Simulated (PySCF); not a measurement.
BBr₃, charge -1, multiplicity 2. Atoms are numbered in the order given.

```xyz
4

B      0.0000     0.0000    -0.5365
Br     1.6856     0.9732     0.0255
Br    -1.6856     0.9732     0.0255
Br     0.0000    -1.9464     0.0255
```
Charge -1, spin multiplicity 2.

Geometry: r2SCAN-D4/def2-SVPD.

Method: PBE/def2-SVPD run with PySCF.

Mulliken values depend strongly on the basis, most of all with diffuse functions as here. ESP charges are fitted to the potential on shells at 1.4 to 2.0 van der Waals radii. Atomic charges (e):

```
atom     ESP fit  meta-Löwdin  Mulliken  Mulliken spin
----  ----------  -----------  --------  -------------
B1    (withheld)        -0.25      0.18           1.03
Br2   (withheld)        -0.25     -0.39          -0.01
Br3   (withheld)        -0.25     -0.39          -0.01
Br4   (withheld)        -0.25     -0.39          -0.01
```

### Question
Complete the blanks. (Estimate from the structure and the level; the computed values follow.)

### Answer

- B1, ESP fit: -0.19
- Br2, ESP fit: -0.27
- Br3, ESP fit: -0.27
- Br4, ESP fit: -0.27
